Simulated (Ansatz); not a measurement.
`NCS[SiH2]O`. Total charge 0; spin multiplicity 1. The structure was optimised at the PBE0-D4/def2-TZVP level. It is one conformer, not always the lowest.

```xyz
12

N    -0.595    1.396    2.036
C    -0.242    0.912    0.746
S     0.020   -0.939    0.691
Si    0.045   -1.267   -1.400
O     1.346   -0.610   -2.166
H    -1.451    0.977    2.374
H     0.133    1.224    2.717
H     0.683    1.383    0.413
H    -1.031    1.146    0.030
H    -0.007   -2.744   -1.550
H    -1.114   -0.604   -2.042
H     2.212   -0.875   -1.850
```

What is the dipole moment at ωB97M-V/def2-TZVPP? (Best estimate.)

Ansatz gave: 1.14 D, with components (0.73, -0.06, 0.88) D in this frame, pointing from negative to positive charge.

And with PBE, r2SCAN, B3LYP? (Estimate.)

Ansatz gave: PBE 1.25 D, r2SCAN 1.22 D, B3LYP 1.17 D.

Give the Mulliken charges with ωB97M-V, PBE, B3LYP in def2-TZVPP. (Best estimate.)

The calculation gave: 
```csv
atom,ωB97M-V,PBE,B3LYP
N1,-0.27,-0.31,-0.31
C2,-0.11,-0.05,-0.04
S3,-0.23,-0.27,-0.28
Si4,0.38,0.39,0.49
O5,-0.38,-0.35,-0.39
H6,0.12,0.15,0.14
H7,0.12,0.15,0.14
H8,0.14,0.12,0.12
H9,0.14,0.12,0.12
H10,-0.04,-0.08,-0.08
H11,-0.04,-0.07,-0.08
H12,0.18,0.19,0.18
```

B3LYP here is the variant with VWN-RPA as its local correlation; programs differ in this.
